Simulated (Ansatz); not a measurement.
Ansatz (a quantum-chemistry and plane-wave program) input file for Al(F)(GeH3)(Me) (CH6AlFGe), SMILES [CH3][Al]([F])[GeH3], PBE0-D3(BJ)/def2-SVP. 

Ansatz 0.2 input:
```yaml
crystal:
  periodic: [false, false, false]
  atoms:
    - {symbol: Al, position_ang: [0.31525180, 0.53941885, -0.84268558]}
    - {symbol: F, position_ang: [1.95064581, 0.54528085, -1.10396143]}
    - {symbol: Ge, position_ang: [-0.36366636, -0.72085455, 1.11387292]}
    - {symbol: H, position_ang: [-0.38442219, -2.22602273, 0.99791157]}
    - {symbol: H, position_ang: [0.47595667, -0.53862258, 2.35485511]}
    - {symbol: H, position_ang: [-1.74833651, -0.45068659, 1.64480106]}
    - {symbol: C, position_ang: [-0.85214889, 1.52637620, -2.10409760]}
    - {symbol: H, position_ang: [-1.88195271, 1.63362408, -1.75162568]}
    - {symbol: H, position_ang: [-0.90062193, 1.03689817, -3.08302928]}
    - {symbol: H, position_ang: [-0.46449233, 2.53392556, -2.29169492]}
basis:
  gaussian:
    orbitals: def2-SVP
hamiltonian:
  xc: pbe0
  dispersion: d3bj
relax: {f_tol: 0.002, max_steps: 200}
```

Program output:

```
[...]
relax step  16: F+E_penalty+E_count = -66942.91040445 eV  Δ(F+E_penalty+E_count) = -2.192e-5 eV  max|allowed force component| = 1.281e-2 eV/Å  Δτ_max = 0.0175 Å  (28 SCF iters, accepted)
these checks for a lower state are left out or cut short: starts, cluster_reference, orbital_swaps, neighbouring_geometries, increment
integrals: 0.06 GiB planned
1138 factors; integrals over basis functions are off by at most 3.4e-4 eV
mean field: 0.50 GiB planned
mean field -66942.75791683 eV, -2460.1009780126 hartree, gradient 7.1e-6 eV, S^2 0.000000; 0 other end points of the search recorded, 0 dependent functions left out
the calculation of the forces begins
reference -66942.75794976 eV, -2460.1009792228 hartree; 33, 33 occupied and 75, 75 virtual orbitals, 1138 factors
relax step  17: F+E_penalty+E_count = -66942.91042016 eV  Δ(F+E_penalty+E_count) = -1.571e-5 eV  max|allowed force component| = 4.986e-3 eV/Å  Δτ_max = 0.0190 Å  (28 SCF iters, accepted)
these checks for a lower state are left out or cut short: starts, cluster_reference, orbital_swaps, neighbouring_geometries, increment
integrals: 0.06 GiB planned
1138 factors; integrals over basis functions are off by at most 3.4e-4 eV
mean field: 0.51 GiB planned
mean field -66942.75793695 eV, -2460.1009787517 hartree, gradient 7.0e-6 eV, S^2 0.000000; 0 other end points of the search recorded, 0 dependent functions left out
the calculation of the forces begins
reference -66942.75796986 eV, -2460.1009799614 hartree; 33, 33 occupied and 75, 75 virtual orbitals, 1138 factors
relax step  18: F+E_penalty+E_count = -66942.91043389 eV  Δ(F+E_penalty+E_count) = -1.373e-5 eV  max|allowed force component| = 8.047e-3 eV/Å  Δτ_max = 0.0347 Å  (28 SCF iters, accepted)
these checks for a lower state are left out or cut short: starts, cluster_reference, orbital_swaps, neighbouring_geometries, increment
integrals: 0.06 GiB planned
1138 factors; integrals over basis functions are off by at most 3.4e-4 eV
mean field: 0.51 GiB planned
mean field evaluation 128: about -66942.7580 eV, gradient 1.2e-5 eV
mean field -66942.75795935 eV, -2460.1009795751 hartree, gradient 1.2e-5 eV, S^2 0.000000; 0 other end points of the search recorded, 0 dependent functions left out
the calculation of the forces begins
reference -66942.75799226 eV, -2460.1009807846 hartree; 33, 33 occupied and 75, 75 virtual orbitals, 1138 factors
relax step  19: F+E_penalty+E_count = -66942.91044248 eV  Δ(F+E_penalty+E_count) = -8.589e-6 eV  max|allowed force component| = 1.040e-2 eV/Å  Δτ_max = 0.0102 Å  (22 SCF iters, accepted)
these checks for a lower state are left out or cut short: starts, cluster_reference, orbital_swaps, neighbouring_geometries, increment
integrals: 0.06 GiB planned
1138 factors; integrals over basis functions are off by at most 3.4e-4 eV
mean field: 0.51 GiB planned
mean field -66942.75797046 eV, -2460.1009799833 hartree, gradient 8.0e-5 eV, S^2 0.000000; 0 other end points of the search recorded, 0 dependent functions left out
the calculation of the forces begins
reference -66942.75800337 eV, -2460.1009811927 hartree; 33, 33 occupied and 75, 75 virtual orbitals, 1138 factors
relax step  20: F+E_penalty+E_count = -66942.91045144 eV  Δ(F+E_penalty+E_count) = -8.958e-6 eV  max|allowed force component| = 7.965e-3 eV/Å  Δτ_max = 0.0039 Å  (19 SCF iters, accepted)
these checks for a lower state are left out or cut short: starts, cluster_reference, orbital_swaps, neighbouring_geometries, increment
integrals: 0.06 GiB planned
1138 factors; integrals over basis functions are off by at most 3.4e-4 eV
mean field: 0.51 GiB planned
mean field -66942.75798333 eV, -2460.1009804564 hartree, gradient 1.8e-5 eV, S^2 0.000000; 0 other end points of the search recorded, 0 dependent functions left out
the calculation of the forces begins
reference -66942.75801623 eV, -2460.1009816655 hartree; 33, 33 occupied and 75, 75 virtual orbitals, 1138 factors
relax step  21: F+E_penalty+E_count = -66942.91045973 eV  Δ(F+E_penalty+E_count) = -8.292e-6 eV  max|allowed force component| = 5.704e-3 eV/Å  Δτ_max = 0.0123 Å  (22 SCF iters, accepted)
these checks for a lower state are left out or cut short: starts, cluster_reference, orbital_swaps, neighbouring_geometries, increment
integrals: 0.06 GiB planned
1138 factors; integrals over basis functions are off by at most 3.4e-4 eV
mean field: 0.50 GiB planned
mean field -66942.75799517 eV, -2460.1009808913 hartree, gradient 7.1e-6 eV, S^2 0.000000; 0 other end points of the search recorded, 0 dependent functions left out
the calculation of the forces begins
reference -66942.75802805 eV, -2460.1009820999 hartree; 33, 33 occupied and 75, 75 virtual orbitals, 1138 factors
relax step  22: F+E_penalty+E_count = -66942.91046433 eV  Δ(F+E_penalty+E_count) = -4.595e-6 eV  max|allowed force component| = 7.707e-3 eV/Å  Δτ_max = 0.0164 Å  (27 SCF iters, accepted)
these checks for a lower state are left out or cut short: starts, cluster_reference, orbital_swaps, neighbouring_geometries, increment
integrals: 0.06 GiB planned
1138 factors; integrals over basis functions are off by at most 3.4e-4 eV
mean field: 0.51 GiB planned
mean field -66942.75800921 eV, -2460.1009814073 hartree, gradient 2.4e-5 eV, S^2 0.000000; 0 other end points of the search recorded, 0 dependent functions left out
the calculation of the forces begins
reference -66942.75804209 eV, -2460.1009826157 hartree; 33, 33 occupied and 75, 75 virtual orbitals, 1138 factors
relax step  23: F+E_penalty+E_count = -66942.91046817 eV  Δ(F+E_penalty+E_count) = -3.843e-6 eV  max|allowed force component| = 8.536e-3 eV/Å  Δτ_max = 0.0147 Å  (22 SCF iters, accepted)
these checks for a lower state are left out or cut short: starts, cluster_reference, orbital_swaps, neighbouring_geometries, increment
integrals: 0.06 GiB planned
1138 factors; integrals over basis functions are off by at most 3.4e-4 eV
mean field: 0.51 GiB planned
mean field -66942.75801135 eV, -2460.1009814859 hartree, gradient 8.3e-6 eV, S^2 0.000000; 0 other end points of the search recorded, 0 dependent functions left out
the calculation of the forces begins
reference -66942.75804422 eV, -2460.1009826941 hartree; 33, 33 occupied and 75, 75 virtual orbitals, 1138 factors
relax step  24: F+E_penalty+E_count = -66942.91047106 eV  Δ(F+E_penalty+E_count) = -2.887e-6 eV  max|allowed force component| = 8.261e-3 eV/Å  Δτ_max = 0.0052 Å  (22 SCF iters, accepted)
these checks for a lower state are left out or cut short: starts, cluster_reference, orbital_swaps, neighbouring_geometries, increment
integrals: 0.06 GiB planned
1138 factors; integrals over basis functions are off by at most 3.4e-4 eV
mean field: 0.50 GiB planned
mean field evaluation 160: about -66942.7494 eV, gradient 1.2e-3 eV
mean field -66942.75800702 eV, -2460.1009813268 hartree, gradient 7.0e-6 eV, S^2 0.000000; 0 other end points of the search recorded, 0 dependent functions left out
the calculation of the forces begins
reference -66942.75803989 eV, -2460.1009825347 hartree; 33, 33 occupied and 75, 75 virtual orbitals, 1138 factors
relax step  25: F+E_penalty+E_count = -66942.91047616 eV  Δ(F+E_penalty+E_count) = -5.098e-6 eV  max|allowed force component| = 4.699e-3 eV/Å  Δτ_max = 0.0164 Å  (28 SCF iters, accepted)
these checks for a lower state are left out or cut short: starts, cluster_reference, orbital_swaps, neighbouring_geometries, increment
integrals: 0.06 GiB planned
1138 factors; integrals over basis functions are off by at most 3.4e-4 eV
mean field: 0.51 GiB planned
mean field -66942.75800465 eV, -2460.1009812399 hartree, gradient 1.1e-5 eV, S^2 0.000000; 0 other end points of the search recorded, 0 dependent functions left out
the calculation of the forces begins
reference -66942.75803752 eV, -2460.1009824478 hartree; 33, 33 occupied and 75, 75 virtual orbitals, 1138 factors
relax step  26: F+E_penalty+E_count = -66942.91047784 eV  Δ(F+E_penalty+E_count) = -1.687e-6 eV  max|allowed force component| = 3.721e-3 eV/Å  Δτ_max = 0.0096 Å  (22 SCF iters, accepted)
these checks for a lower state are left out or cut short: starts, cluster_reference, orbital_swaps, neighbouring_geometries, increment
integrals: 0.06 GiB planned
1138 factors; integrals over basis functions are off by at most 3.4e-4 eV
mean field: 0.50 GiB planned
mean field -66942.75800187 eV, -2460.1009811376 hartree, gradient 2.1e-5 eV, S^2 0.000000; 0 other end points of the search recorded, 0 dependent functions left out
the calculation of the forces begins
reference -66942.75803474 eV, -2460.1009823454 hartree; 33, 33 occupied and 75, 75 virtual orbitals, 1138 factors
relax step  27: F+E_penalty+E_count = -66942.91047855 eV  Δ(F+E_penalty+E_count) = -7.024e-7 eV  max|allowed force component| = 2.716e-3 eV/Å  Δτ_max = 0.0082 Å  (22 SCF iters, accepted)
these checks for a lower state are left out or cut short: starts, cluster_reference, orbital_swaps, neighbouring_geometries, increment
integrals: 0.06 GiB planned
1138 factors; integrals over basis functions are off by at most 3.4e-4 eV
mean field: 0.50 GiB planned
mean field -66942.75800304 eV, -2460.1009811805 hartree, gradient 3.8e-5 eV, S^2 0.000000; 0 other end points of the search recorded, 0 dependent functions left out
the calculation of the forces begins
reference -66942.75803590 eV, -2460.1009823882 hartree; 33, 33 occupied and 75, 75 virtual orbitals, 1138 factors
relax step  28: F+E_penalty+E_count = -66942.91047886 eV  Δ(F+E_penalty+E_count) = -3.109e-7 eV  max|allowed force component| = 2.064e-3 eV/Å  Δτ_max = 0.0024 Å  (19 SCF iters, accepted)
these checks for a lower state are left out or cut short: starts, cluster_reference, orbital_swaps, neighbouring_geometries, increment
integrals: 0.06 GiB planned
1138 factors; integrals over basis functions are off by at most 3.4e-4 eV
mean field: 0.51 GiB planned
mean field -66942.75800367 eV, -2460.1009812036 hartree, gradient 5.0e-5 eV, S^2 0.000000; 0 other end points of the search recorded, 0 dependent functions left out
the calculation of the forces begins
reference -66942.75803653 eV, -2460.1009824114 hartree; 33, 33 occupied and 75, 75 virtual orbitals, 1138 factors
relax step  29: F+E_penalty+E_count = -66942.91047922 eV  Δ(F+E_penalty+E_count) = -3.591e-7 eV  max|allowed force component| = 7.706e-4 eV/Å  Δτ_max = 0.0031 Å  (19 SCF iters, accepted)
integrals: 0.06 GiB planned
1138 factors; integrals over basis functions are off by at most 3.4e-4 eV
mean field: 0.51 GiB planned
mean field evaluation 192: about -66942.7486 eV, gradient 4.0e-1 eV
mean field -66942.75800367 eV, -2460.1009812036 hartree, gradient 5.0e-5 eV, S^2 0.000000; 1 other end points of the search recorded, 0 dependent functions left out
the calculation of the forces begins
reference -66942.75803653 eV, -2460.1009824114 hartree; 33, 33 occupied and 75, 75 virtual orbitals, 1138 factors
Total energy: -66942.91051208 eV, -2460.1065857845 hartree
Atom 0 at     0.282550     0.469854    -0.884410 Å, force     0.000441     0.000008    -0.000162 eV/Å
Atom 1 at     1.895838     0.321493    -1.307523 Å, force    -0.000455     0.000150     0.000022 eV/Å
Atom 2 at    -0.392262    -0.739524     1.157443 Å, force    -0.000123     0.000076     0.000277 eV/Å
Atom 3 at    -0.145182    -2.257973     1.034975 Å, force    -0.000022     0.000430     0.000215 eV/Å
Atom 4 at     0.393841    -0.260283     2.396074 Å, force    -0.000397    -0.000375    -0.000540 eV/Å
Atom 5 at    -1.891629    -0.548792     1.471373 Å, force     0.000382    -0.000182     0.000124 eV/Å
Atom 6 at    -0.836386     1.555668    -2.044256 Å, force     0.000668     0.000175    -0.000771 eV/Å
Atom 7 at    -1.865933     1.664156    -1.669719 Å, force    -0.000362     0.000123     0.000249 eV/Å
Atom 8 at    -0.887853     1.110533    -3.052741 Å, force     0.000102     0.000275     0.000544 eV/Å
Atom 9 at    -0.406769     2.564207    -2.166870 Å, force    -0.000234    -0.000680     0.000042 eV/Å
Dipole moment:    -0.322545     0.150552    -0.094042 e Å
```

The calculation finished and met its thresholds.
